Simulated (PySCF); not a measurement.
B3LYP has the VWN-RPA correlation part, as in Gaussian. 

Cartesian coordinates (Å):
```xyz
6

B     -1.1808     0.2176     0.9119
B      0.4444    -0.0819     0.8643
N      1.6639    -0.3068     0.8285
H     -1.5967     1.3205     1.0732
H     -1.9706    -0.6633     0.7857
H      2.6398    -0.4862     0.7998
```
Charge 0, multiplicity 1.

**Question.** Give the HOMO–LUMO gap, LUMO and dipole moment at the level B3LYP-D3(BJ)/def2-TZVP run with PySCF.

**Answer.** 
```
Property          Value
-------------  --------
HOMO–LUMO gap   5.20 eV
LUMO           -2.93 eV
dipole moment    0.24 D
```
